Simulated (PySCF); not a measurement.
Species: C₄H₆FNSi.
Geometry (GFN2-xTB, Å), atoms numbered from 1 in this order:
```
atom  x, y, z in Å
N1    -2.485    1.445   -1.714
C2    -2.221    0.725   -0.868
C3    -1.896   -0.185    0.199
C4    -0.412   -0.342    0.396
F5    -0.158   -1.209    1.412
C6     0.585    0.227   -0.255
Si7    2.406   -0.091    0.127
H8    -2.337   -1.165   -0.021
H9    -2.348    0.180    1.130
H10    0.319    0.904   -1.052
H11    2.582   -0.234    1.570
H12    3.149    1.062   -0.380
H13    2.813   -1.318   -0.562
```

Computed at PBE0/pcSseg-1 (PySCF, non-relativistic), with Q(14N) = 0.02044 b: N1, 14N (I = 1): χzz = -4.744 MHz, η = 0.069.

(1) Find the zero-field quadrupole resonance frequencies of 14N at N1.

Answers

(1) From ν± = (3/4)|χ|(1 ± η/3) and ν0 = |χ|η/2: ν+ 3.640 MHz, ν− 3.476 MHz, ν0 0.164 MHz (nitrile nitrogen).

In a crystal, neighbours and librations shift these lines. Isolated species at its GFN2-xTB geometry (one conformer only). GFN2-xTB frequencies show an imaginary mode (22i cm⁻¹), so this geometry is no minimum at that level. GFN2-xTB bond lengths can be off by several hundredths of an ångström, more for odd bonds, and the gradients follow them. These gradients aren't converged with respect to the basis.

The run behind these numbers computed NMR shieldings as well. On one thread of an Arm Neoverse N1, shared host with 64 logical CPUs at a one-minute load of 58, this took 38 s (grids of density and orbitals included) and 0.72 GiB of memory at its peak.
